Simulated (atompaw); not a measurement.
# An all-electron radial function and its pseudo partner (tantalum (Ta))

Columns: radius, all-electron u(r) and pseudo u(r) of the 5s shell (level -73.00 eV) of tantalum in the configuration [Kr] 4d10 4f14 5s2 5p6 5d3 6s2 6p0; PBE, scalar-relativistic, PAW (atompaw) scheme, atompaw 4.2.0.5.

```
r (bohr)  all-electron  pseudo
   0.115        0.2654  0.3292
   0.231       -0.0021  0.6397
   0.346       -0.5966  0.9071
   0.462       -0.3811  1.1206
   0.577        0.1714  1.2672
   0.692        0.6662  1.3453
   0.808        0.9800  1.3576
   0.923        1.1157  1.3123
   1.038        1.1244  1.2217
   1.154        1.0538  1.0995
   1.269        0.9426  0.9626
   1.385        0.8152  0.8222
   1.500        0.6893  0.6907
   1.615        0.5727  0.5728
   1.731        0.4688  0.4688
   1.846        0.3804  0.3804
   1.962        0.3055  0.3055
   2.077        0.2443  0.2443
   2.192        0.1944  0.1944
   2.308        0.1536  0.1536
   2.423        0.1212  0.1212
   2.538        0.0954  0.0954
   2.654        0.0748  0.0748
   2.769        0.0586  0.0586
   2.885        0.0457  0.0457
   3.000        0.0357  0.0357
```

Question: How many radial nodes do the two functions have?

Answer: The all-electron 5s function has n − l − 1 = 4 (the table is too coarse to show those close to the nucleus); the pseudo-wave has 0, since the states of the same l below it are removed with the core.

Question: At about which radius was the pseudo-wave matched?

Answer: 1.65 bohr, where the columns begin to agree (steps of 0.12 bohr).

Question: Is the pseudo-wave norm-conserving?

Answer: No, it belongs to a PAW set: the norm inside the radius is not constrained, and the difference is carried by the augmentation charge.
